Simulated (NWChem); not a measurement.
Species: MgH₂S; SMILES [SH][MgH]

```xyz
4

Mg     0.0197    -1.2609     0.0000
H      0.0154    -2.9548     0.0000
S      0.0646     1.0578     0.0000
H     -1.2848     1.1611     0.0000
```
Atoms are numbered in this order, from 1.

Computed with NWChem. Coordinates come from a PBE0/def2-SVP optimisation. Vertical excitations in the gas phase; the lowest state need not have the same character in each row.

For level CAM-B3LYP/def2-SVPD, full TDDFT:

```yaml
lowest excitation, singlet (eV): 4.96
lowest triplet (eV): 4.60
orbital gap (eV): 8.13
```

**Question.** How do the values read with level B3LYP/def2-SVPD, full TDDFT instead?

**Answer.** The lowest excitation, singlet (eV) is 4.64 and the lowest triplet (eV) is 4.33. The orbital gap (eV) is 5.63.
